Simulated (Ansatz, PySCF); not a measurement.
Species: sum formula BOCl2, charge -1, multiplicity 1. It need not be the lowest isomer of its formula. Whether it binds its extra electron was not tested at this geometry. 
Geometry from a B3LYP-D3(BJ)/def2-TZVP (Ansatz, a quantum-chemistry and plane-wave program) optimisation:
SMILES: [O-]B(Cl)Cl
```xyz
4

B     -0.5391    -0.1657     0.1653
Cl     0.1157     1.6025     0.1405
Cl     0.8352    -1.3102    -0.4321
O     -1.6839    -0.5175     0.5164
```
Charge -1, spin multiplicity 1.

Total electronic energies in hartree. Cores are frozen in the correlated levels unless marked. No spin-orbit coupling. No relativistic terms. CBS marks a two-point X^-3 extrapolation of the correlation energy; Hartree-Fock from the larger set. [CCSD(T)-MP2]/basis is that difference in the basis named.

| level | program | energy (Eh) |
|---|---|---|
| HF-D3(BJ)/def2-TZVPD | PySCF + dftd3 | -1018.82054 |
| PBE-D3(BJ)/def2-TZVPD | Ansatz + dftd3 | -1020.26473 |
| BLYP-D4/def2-TZVPD | Ansatz + dftd4 | -1020.73914 |
| BP86/def2-TZVPD | PySCF | -1020.83845 |
| PBE0-D3(BJ)/def2-TZVP | Ansatz + dftd3 | -1020.33059 |
| TPSSh/def2-TZVPD | PySCF | -1020.77820 |
| r2SCANh-D4/def2-TZVPD | Ansatz + dftd4 | -1020.63012 |
| MN15-D3(BJ)/def2-TZVPD | PySCF + dftd3 | -1020.46280 |
| MN15/def2-TZVPD | PySCF | -1020.46280 |
| HSE06-D3(BJ)/def2-TZVPD | Ansatz + dftd3 | -1020.31449 |
| CAM-B3LYP-D4/def2-TZVPD | Ansatz + dftd4 | -1020.74554 |
| B2PLYP-D4/def2-TZVPD | Ansatz + dftd4 | -1020.42589 |
| B2PLYP/def2-TZVPD | Ansatz | -1020.42293 |
| MP2/6-31G* | Ansatz | -1019.21175 |
| MP2/cc-pV(D+d)Z | Ansatz | -1019.28951 |
| SCS-MP2/aug-cc-pV(D+d)Z | Ansatz | -1019.32894 |
| SCS-MP2/cc-pVTZ | Ansatz | -1019.50376 |
| CCSD/cc-pwCVTZ | Ansatz | -1019.56506 |
| CCSD(T)/STO-3G | Ansatz | -1007.57723 |
| CCSD(T)/cc-pV(Q+d)Z | Ansatz | -1019.66890 |
| CCSD(T) with core electrons (1s frozen past Ne)/cc-pwCVTZ | Ansatz | -1020.24573 |
| RI-MP2/CBS(aug-cc-pV(T+d)Z,aug-cc-pV(Q+d)Z)+[CCSD(T)-MP2]/aug-cc-pV(D+d)Z | Ansatz | -1019.7059 |
| RI-MP2/CBS(aug-cc-pV(T+d)Z,aug-cc-pV(Q+d)Z)+[CCSD(T)-MP2]/aug-cc-pV(T+d)Z | Ansatz | -1019.7215 |

Totals of different functionals don't rank their quality; only differences between species are comparable.
